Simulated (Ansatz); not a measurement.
Calculated with Ansatz (gas phase, PBE0-D4/def2-TZVP geometries, no zero-point term in ΔE). CCSD(T)/CBS adds triple-zeta CCSD(T) − MP2 to the extrapolated MP2 energy (def2 sets, frozen cores). DFT in def2-TZVPP. B3LYP here is the variant with VWN-RPA as its local correlation; programs differ in this. Elements past krypton have def2 core potentials. For Hf outer-core shells are correlated without core-valence functions, which leaves a few kJ/mol of doubt a bond. One conformer a species, not always the lowest.

`CB(C)CN` + `[OH][Hf]([F])([SH])[Cl]` → `C[S][Hf]([OH])([F])[Cl]` + `CBCN`  (substitution at a C–B bond)

`CB(C)CN`:

```xyz
15

C    -0.836    0.984   -0.963
B     0.038    0.369    0.180
C     0.720    1.283    1.256
C     0.267   -1.181    0.260
N    -0.483   -2.000   -0.679
H    -1.066    2.045   -0.845
H    -0.294    0.875   -1.914
H    -1.765    0.421   -1.097
H    -0.068    1.751    1.861
H     1.250    2.120    0.787
H     1.404    0.771    1.937
H     0.007   -1.481    1.286
H     1.366   -1.325    0.218
H    -0.179   -2.965   -0.659
H    -0.361   -1.669   -1.627
```

`[OH][Hf]([F])([SH])[Cl]`:

```xyz
7

O    -1.409   -0.612   -0.037
Hf    0.171    0.285    0.498
F    -0.195    1.971    1.286
S     1.511    0.672   -1.510
Cl    1.352   -1.022    2.054
H    -2.275   -0.997   -0.122
H     0.846   -0.296   -2.169
```

`C[S][Hf]([OH])([F])[Cl]`:

Cartesian coordinates in Å:
```
C -1.641 -0.771 -0.476
S -0.009 -1.593 -0.507
Hf 1.352 0.108 0.563
O 0.919 1.769 -0.247
F 0.852 0.214 2.396
Cl 3.608 -0.504 0.322
H -2.027 -0.712 0.540
H -1.592 0.224 -0.916
H -2.317 -1.385 -1.071
H 0.855 2.650 -0.602
```

`CBCN`:

Cartesian coordinates in Å:
```
C -0.793 -1.305 -1.093
B -0.647 -0.117 -0.097
C 0.745 0.428 0.332
N 0.757 1.706 1.019
H 0.143 -1.794 -1.375
H -1.249 -0.906 -2.011
H -1.502 -2.059 -0.736
H -1.641 0.372 0.376
H 1.155 -0.420 0.928
H 1.406 0.468 -0.545
H 1.624 1.865 1.514
H 0.003 1.762 1.690
```

```
             level  ΔE (kJ/mol)  difference from CCSD(T)/CBS
            PBE-D4         73.3                         -0.7
         r2SCAN-D4         77.3                          3.3
           PBE0-D4         75.4                          1.4
          B3LYP-D4         72.4                         -1.6
           ωB97X-V         74.1                          0.1
           ωB97M-V         77.1                          3.1
            B2PLYP         72.5                         -1.5
               PBE         72.3                         -1.7
            r2SCAN         76.9                          2.9
              PBE0         74.5                          0.5
             B3LYP         71.0                         -3.0
     HF/def2-TZVPP         69.6                         -4.4
    MP2/def2-TZVPP         75.6                          1.6
SCS-MP2/def2-TZVPP         71.9                         -2.1
   CCSD/def2-TZVPP         76.9                          2.9
CCSD(T)/def2-TZVPP         76.3                          2.3
     HF/def2-QZVPP         69.4                         -4.6
    MP2/def2-QZVPP         74.2                          0.2
SCS-MP2/def2-QZVPP         70.6                         -3.4
      HF/CBS(def2)         69.3                         -4.7
     MP2/CBS(def2)         73.3                         -0.7
    CCSD/CBS(def2)         74.6                          0.6
       CCSD(T)/CBS         74.0                            0
```

Largest T1 diagnostic among the species: 0.015.

In def2-TZVPP, CCSD(T) changes the Hartree–Fock value by +6.6 kJ/mol (the triples alone add −0.7 kJ/mol) and MP2 by +6.0 kJ/mol.
